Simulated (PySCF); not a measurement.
**Bonds of Sn to H, F, Cl, O**

CCSD(T) in PySCF with def2-TZVPPD on every atom (core potentials on Sn), for the lowest determinant that a PBE0 search found; no spin–orbit coupling. D0 is De less the harmonic zero-point energy.

| X | state of SnX | D0(SnX) (eV) | D0(X₂) (eV) |
| --- | --- | --- | --- |
| H | doublet (π ↑) | 2.56 | 4.43 |
| F | doublet (π ↑) | 4.82 | 1.46 |
| Cl | doublet (π ↑) | 3.75 | 2.30 |
| O | singlet (closed shell) | 5.52 | 4.85 |

Q: Give the energy of Sn + X₂ → SnX + X at 0 K for each X.

A: H: 4.43 − 2.56 = +1.87 eV; F: 1.46 − 4.82 = -3.36 eV; Cl: 2.30 − 3.75 = -1.45 eV; O: 4.85 − 5.52 = -0.67 eV (CCSD(T)/def2-TZVPPD; negative means exothermic).

Q: Does an atom of Cl displace O from SnO?

A: SnO + Cl → SnCl + O has ΔE = 5.52 − 3.75 = +1.77 eV at CCSD(T)/def2-TZVPPD, so it is uphill.

Gas-phase diatomics only hint at surface chemistry, where an atom holds several bonds.

Correlated steps freeze the inner cores (0 to 10 orbitals); shallow outer-core shells are correlated. Spin–orbit coupling is left out, which matters for elements this heavy, above all for dissociation energies. Where the molecule has an RHF reference, its open-shell atoms are computed with UHF. The CCSD T1 diagnostic is raised in SnO, a sign that a single reference may not be enough there. States were picked by a PBE0 search and need not be the measured ground states.
